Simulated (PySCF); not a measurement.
# Correlation energy of Pb³⁶⁺ (lead, charge +36)

Starting occupation: [Kr] 4d10. Computed with PySCF 2.14 in an uncontracted even-tempered set (17 s from 3.9 bohr⁻², ratio 2.8; 14 p from 5.1 bohr⁻², ratio 2.8; 9 d from 5.1 bohr⁻², ratio 2.8; 3 f from 24 bohr⁻², ratio 3), with X2C-1e with screened-nucleus spin-orbit coupling, Gaussian nucleus. Frozen: [Ar] 3d10; 18 electrons correlated; the 92 highest virtual spinors left out.

MP2 pair energies summed by pair of shells (mhartree):

```tsv
pair	energy	share (%)
4d3/2-4d5/2	-114.03	29.1
4d5/2-4d5/2	-81.61	20.9
4d3/2-4d3/2	-38.18	9.8
4d5/2-4p3/2	-31.40	8.0
4d3/2-4p3/2	-21.80	5.6
4d5/2-4s1/2	-17.80	4.5
4d5/2-4p1/2	-16.71	4.3
4p1/2-4p3/2	-14.48	3.7
4p3/2-4p3/2	-13.98	3.6
4d3/2-4s1/2	-11.99	3.1
4d3/2-4p1/2	-10.46	2.7
4p3/2-4s1/2	-7.78	2.0
4p1/2-4p1/2	-4.23	1.1
4p1/2-4s1/2	-4.09	1.0
4s1/2-4s1/2	-2.88	0.7
```

Total MP2 correlation energy: -391.42 mhartree.

At this charge the one-electron X2C treatment keeps the bare 1/r₁₂, with no two-electron picture change or Breit term. The effect here is smaller than on the frozen 1s shell.
